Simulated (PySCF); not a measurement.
Cl₄MoO, charge +1, doublet, at a GFN2-xTB geometry (such geometries of metal compounds can be far from the true shape) (the multiplicity is a formal guess) (core potentials on Mo); PySCF with R2SCAN/def2-SVP.

Input for PySCF:
```python
from pyscf import gto, scf, dft

mol = gto.Mole()
mol.atom = '''
    Mo    0.31530707   -0.14187156    0.28984759
    O     1.50051454   -0.19379654    1.40725406
    Cl   -1.50427441    0.76554820   -1.37767058
    Cl    0.12238282    2.12483268    0.23884448
    Cl    1.15772406   -1.15019363   -1.39902372
    Cl   -1.26095090   -1.29848268    1.15951857
'''
mol.basis = 'def2-svp'
mol.ecp = {'Mo': 'def2-svp'}
mol.charge = 1
mol.spin = 1
mol.verbose = 4
mol.build()

mf = dft.UKS(mol)
mf.xc = 'r2scan'
mf.kernel()
```

Problem. Write the output that PySCF gives for this input, abridged.

Solution. 
```
PySCF version 2.14.0

[INPUT] verbose = 4
[INPUT] num. atoms = 6
[INPUT] num. electrons = 89
[INPUT] charge = 1
[INPUT] spin (= nelec alpha-beta = 2S) = 1
[INPUT] symmetry False subgroup None
[INPUT] Mole.unit = angstrom
[INPUT] Symbol           X                Y                Z      unit          X                Y                Z       unit  Magmom
[INPUT]  1 Mo     0.315307070000  -0.141871560000   0.289847590000 AA    0.595844007439  -0.268098393265   0.547732562965 Bohr   0.0
[INPUT]  2 O      1.500514540000  -0.193796540000   1.407254060000 AA    2.835561526528  -0.366222384488   2.659324761082 Bohr   0.0
[INPUT]  3 Cl    -1.504274410000   0.765548200000  -1.377670580000 AA   -2.842666651092   1.446676433154  -2.603420086071 Bohr   0.0
[INPUT]  4 Cl     0.122382820000   2.124832680000   0.238844480000 AA    0.231270012152   4.015351825726   0.451350653564 Bohr   0.0
[INPUT]  5 Cl     1.157724060000  -1.150193630000  -1.399023720000 AA    2.187781401220  -2.173550950919  -2.643771672570 Bohr   0.0
[INPUT]  6 Cl    -1.260950900000  -1.298482680000   1.159518570000 AA   -2.382851857524  -2.453776642691   2.191172533647 Bohr   0.0

nuclear repulsion = 621.543373633746
number of shells = 49
number of NR pGTOs = 225
number of NR cGTOs = 117
basis = def2-svp
ecp = {'Mo': 'def2-svp'}

******** <class 'pyscf.dft.uks.UKS'> ********
method = UKS
initial guess = minao
damping factor = 0
level_shift factor = 0
DIIS = <class 'pyscf.scf.diis.CDIIS'>
diis_start_cycle = 1
diis_space = 8
diis_damp = 0
SCF conv_tol = 1e-09
SCF conv_tol_grad = None
SCF max_cycles = 50
direct_scf = True
direct_scf_tol = 1e-13
number electrons alpha = 45  beta = 44
XC library pyscf.dft.libxc version 7.1.2
    S. Lehtola, C. Steigemann, M. J. T. Oliveira, and M. A. L. Marques,  SoftwareX 7, 1–5 (2018)
XC functionals = r2scan
    J. W. Furness, A. D. Kaplan, J. Ning, J. P. Perdew, and J. Sun,  J. Phys. Chem. Lett. 11, 8208–8215 (2020)
    J. W. Furness, A. D. Kaplan, J. Ning, J. P. Perdew, and J. Sun,  J. Phys. Chem. Lett. 11, 9248–9248 (2020)
    J. W. Furness, A. D. Kaplan, J. Ning, J. P. Perdew, and J. Sun,  J. Phys. Chem. Lett. 11, 8208–8215 (2020)
    J. W. Furness, A. D. Kaplan, J. Ning, J. P. Perdew, and J. Sun,  J. Phys. Chem. Lett. 11, 9248–9248 (2020)
radial grids:
    Treutler-Ahlrichs [JCP 102, 346 (1995); DOI:10.1063/1.469408] (M4) radial grids

becke partition: Becke, JCP 88, 2547 (1988); DOI:10.1063/1.454033
pruning grids: <function nwchem_prune>
grids dens level: 3
symmetrized grids: False
atomic radii adjust function: <function treutler_atomic_radii_adjust>
small_rho_cutoff = 0
Set gradient conv threshold to 3.16228e-05
tot grids = 112040
init E= -1976.37764481641

cycle= 1 E= -1983.01324740637  delta_E= -6.64  |g|= 0.828  |ddm|= 2.66
cycle= 2 E= -1975.18116647603  delta_E= 7.83  |g|= 3.32  |ddm|=  3.2
cycle= 3 E= -1983.28762660447  delta_E= -8.11  |g|= 0.199  |ddm|=    3
cycle= 4 E= -1983.27860392542  delta_E= 0.00902  |g|= 0.217  |ddm|= 0.441
cycle= 5 E= -1983.2884785252  delta_E= -0.00987  |g|= 0.184  |ddm|= 0.428
cycle= 6 E= -1983.30767622688  delta_E= -0.0192  |g|= 0.036  |ddm|= 0.211
cycle= 7 E= -1983.3082569496  delta_E= -0.000581  |g|= 0.0229  |ddm|= 0.0632
cycle= 8 E= -1983.30844560647  delta_E= -0.000189  |g|= 0.0137  |ddm|= 0.031
cycle= 9 E= -1983.30852390614  delta_E= -7.83e-05  |g|= 0.00673  |ddm|= 0.0132
cycle= 10 E= -1983.30854283977  delta_E= -1.89e-05  |g|= 0.000893  |ddm|= 0.00488
cycle= 11 E= -1983.30854319649  delta_E= -3.57e-07  |g|= 0.000388  |ddm|= 0.00135
cycle= 12 E= -1983.30854327982  delta_E= -8.33e-08  |g|= 5.22e-05  |ddm|= 0.00041
cycle= 13 E= -1983.30854328073  delta_E= -9.1e-10  |g|= 2.87e-05  |ddm|= 7.48e-05
Extra cycle  E= -1983.30854327688  delta_E= 3.85e-09  |g|= 8.31e-05  |ddm|= 0.000135
converged SCF energy = -1983.30854327688  <S^2> = 0.75474003  2S+1 = 2.0047344
```
